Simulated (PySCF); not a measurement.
# Solvent effects on NMR parameters

Atoms are numbered as in `[CH3:1][S:2](=[O:3])(=[O:4])[c:5]1[cH:6][n:7][s:8][cH:9]1`; H(Xn) means a hydrogen on atom n.

GIAO PBE0/pcSseg-1 in PySCF on one PBE0-D3(BJ)/def2-SVP conformer, non-relativistic, equivalent nuclei averaged. Solvents enter as an IEF-PCM continuum (chloroform with ε = 4.7, tetrahydrofuran with ε = 7.4) around the gas-phase geometry. Shifts are referred to TMS, CS2 computed in the same medium.

In chloroform, δ in ppm: C9 166.2, C6 162.0, C5 146.7, C1 51.3, S8 419.0, S2 287.9, H(C9) 9.28, H(C6) 8.71, H(C1) 3.08. Dipole moment 4.68 D.

Question: How does each δ change in the more polar medium?

Answer: 
| atoms | environment | Δδ, tetrahydrofuran |
| --- | --- | --- |
| C9 | aromatic CH next to the ring sulfur | +0.5 |
| C6 | aromatic CH next to a ring nitrogen | +0.3 |
| C5 | aromatic carbon bearing sulfur | 0.0 |
| C1 | methyl carbon bonded to S | +0.2 |
| S8 | aromatic ring sulfur | +0.5 |
| S2 | sulfone sulfur | +1.0 |
| H(C9) | hydrogen on an aromatic CH next to the ring sulfur | +0.05 |
| H(C6) | hydrogen on an aromatic CH next to a ring nitrogen | +0.01 |
| H(C1) | hydrogen on a methyl carbon bonded to S | +0.04 |

Changes are relative to chloroform. The dipole moment becomes 4.81 D in tetrahydrofuran.

Question: Which nuclei move most (in ppm), and what does the model miss?

Answer: S2 (sulfone sulfur, +1.0 ppm) in tetrahydrofuran. A continuum only polarises the solute; specific hydrogen bonds, the anisotropy of aromatic solvents and changes of geometry or conformer are outside it.
